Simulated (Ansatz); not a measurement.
## Cost against result

The pair of SiH4 (SMILES [SiH4], atoms 1–5) and SO2 (SMILES O=S=O, atoms 6–8), both closed shells, in one local arrangement (a lower one may exist), relaxed at PBE0-D4/def2-TZVP:

```
8
angstrom
Si -0.0957 -0.0618 -1.4370
H 0.2089 -0.2012 -2.8857
H 1.1727 -0.0978 -0.6681
H -0.9702 -1.1855 -1.0178
H -0.7887 1.2302 -1.2089
O -0.9469 0.2153 1.8166
S 0.0147 0.0700 2.8678
O 1.4050 0.0304 2.5329
```

Interaction energies are counterpoise-corrected; the time is that of the whole pair.

Ansatz 0.2.0; basis: as named in each row; cores frozen in the correlated methods. B3LYP uses VWN-RPA correlation. Extrapolation: Hartree–Fock as exp(−7.88 √X), correlation as X^−2.97.

Times are rough, for one single point on 4 threads of a shared host (Arm Neoverse V2).

The estimate by CCSD(T) at an estimated basis limit (MP2 extrapolated from triple and quadruple zeta, plus CCSD(T) − MP2 in triple zeta) is -1.10 kcal/mol.

| method | basis | time (s) | interaction energy (kcal/mol) | method less estimate |
| --- | --- | --- | --- | --- |
| HF | STO-3G | under 1 | 0.36 | 1.47 |
| PBE-D4 | STO-3G | under 1 | -0.80 | 0.30 |
| SPW92 | def2-SVP | under 1 | -1.65 | -0.55 |
| B3LYP-D4 | 6-31G | under 1 | -0.83 | 0.27 |
| PBE-D4 | def2-SVP | under 1 | -1.28 | -0.17 |
| PBE0-D4 | def2-SVP | under 1 | -1.27 | -0.16 |
| CCSD(T) | def2-SVP | 2 | -0.27 | 0.84 |
| PBE-D4 | def2-TZVPPD | 2 | -1.19 | -0.08 |
| revPBE-D4 | def2-TZVPPD | 2 | -0.70 | 0.41 |
| BLYP-D4 | def2-TZVPPD | 2 | -0.84 | 0.27 |
| PBE0-D4 | def2-TZVPPD | 3 | -1.14 | -0.04 |
| HSE06-D4 | def2-TZVPPD | 3 | -1.14 | -0.04 |
| B3LYP-D4 | def2-TZVPPD | 3 | -1.06 | 0.04 |
| wB97M-V | def2-SVP | 3 | -1.16 | -0.06 |
| r2SCAN-D4 | def2-TZVPPD | 4 | -1.03 | 0.07 |
| B2PLYP | def2-TZVPPD | 6 | -0.18 | 0.92 |
| wB97X-V | def2-TZVPPD | 7 | -1.13 | -0.02 |
| B97M-V | def2-TZVPPD | 8 | -1.11 | -0.01 |
| wB97M-V | def2-TZVPPD | 9 | -1.09 | 0.02 |
| MP2 | def2-QZVPPD | 19 | -1.03 | 0.07 |
| CCSD(T) | def2-TZVPPD | 110 | -0.93 | 0.17 |

The T1 diagnostic stays at or below 0.022. The restricted Hartree–Fock reference is unstable towards an unrestricted one at one or more of these structures.
